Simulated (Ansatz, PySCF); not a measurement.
This PySCF input computes a CCSD(T)/cc-pVDZ energy:

```python
from pyscf import gto, scf, mp, cc as ccmod

mol = gto.M(
    atom='''
    C     1.63964402   -0.42942163   -0.54178487
    C     0.69511400    0.11903355    0.22465152
    C    -0.73945280    0.44381213   -0.17029716
    O    -1.61641988   -0.19386213    0.60216205
    H     1.44731388   -0.64478753   -1.58994258
    H     2.62078432   -0.70360515   -0.16111496
    H     0.89526140    0.28864604    1.28285806
    H    -0.80460035    0.22528236   -1.28212005
    H    -0.79923139    1.58481696   -0.14239394
    ''',
    basis='cc-pvdz',
    charge=-1,
    spin=0,
    verbose=4,
)

mf = scf.RHF(mol)
mf.conv_tol = 1e-10
mf.max_cycle = 100
mf.kernel()
mp2 = mp.MP2(mf, frozen=4).run()
cc = ccmod.CCSD(mf, frozen=4)
cc.max_cycle = 100
cc.kernel()
et = cc.ccsd_t()
print(f'E(CCSD(T)) = {cc.e_tot + et:.9f}')
```

### Question
Write an input for the same energy in Ansatz (a quantum-chemistry and plane-wave program) and say what it gives.

### Answer

Ansatz 0.2 input:
```yaml
crystal:
  periodic: [false, false, false]
  atoms:
    - {symbol: C, position_ang: [1.63964402, -0.42942163, -0.54178487]}
    - {symbol: C, position_ang: [0.69511400, 0.11903355, 0.22465152]}
    - {symbol: C, position_ang: [-0.73945280, 0.44381213, -0.17029716]}
    - {symbol: O, position_ang: [-1.61641988, -0.19386213, 0.60216205]}
    - {symbol: H, position_ang: [1.44731388, -0.64478753, -1.58994258]}
    - {symbol: H, position_ang: [2.62078432, -0.70360515, -0.16111496]}
    - {symbol: H, position_ang: [0.89526140, 0.28864604, 1.28285806]}
    - {symbol: H, position_ang: [-0.80460035, 0.22528236, -1.28212005]}
    - {symbol: H, position_ang: [-0.79923139, 1.58481696, -0.14239394]}
basis:
  gaussian:
    orbitals: cc-pVDZ
total_charge: -1
magnetization: {spin_polarized: false}
correlation: {method: ccsd_t, electrons: outside_noble_gas}
```
It gives -191.95522 Eh, and PySCF -191.95522 Eh, a difference of 0.00 mEh.

It need not be the lowest isomer of its formula. Whether it binds its extra electron was not tested at this geometry.
